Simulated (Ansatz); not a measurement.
Correlation energies of C2H6OSi2 (`O=C=C([SiH3])[SiH3]`) by basis set

| atom | x (Å) | y (Å) | z (Å) |
| --- | --- | --- | --- |
| O1 | -0.111 | 2.693 | -1.051 |
| C2 | -0.067 | 1.617 | -0.631 |
| C3 | -0.017 | 0.403 | -0.157 |
| Si4 | 1.646 | -0.358 | 0.146 |
| Si5 | -1.611 | -0.480 | 0.181 |
| H6 | 1.782 | -0.720 | 1.581 |
| H7 | 1.790 | -1.597 | -0.661 |
| H8 | 2.704 | 0.613 | -0.230 |
| H9 | -1.687 | -0.855 | 1.617 |
| H10 | -2.748 | 0.409 | -0.167 |
| H11 | -1.681 | -1.725 | -0.627 |

The species carries charge 0 and has multiplicity 1. The structure was optimised at the PBE0-D4/def2-TZVP level. Frozen core, restricted reference, the Gaussian-basis code of Ansatz. CBS rows extrapolate triple and quadruple zeta; past MP2 they add the triple-zeta difference.

| basis | HF (Eh) | MP2 corr. | CCSD corr. | (T) | CCSD(T) total |
| --- | --- | --- | --- | --- | --- |
| def2-TZVPP | -732.03479 | -0.78403 | -0.82517 | -0.03757 | -732.89753 |
| def2-QZVPP | -732.05957 | -0.83971 | – | – | – |
| CBS(def2) | -732.06299 | -0.88096 | -0.92210 | as TZ | -733.02266 |
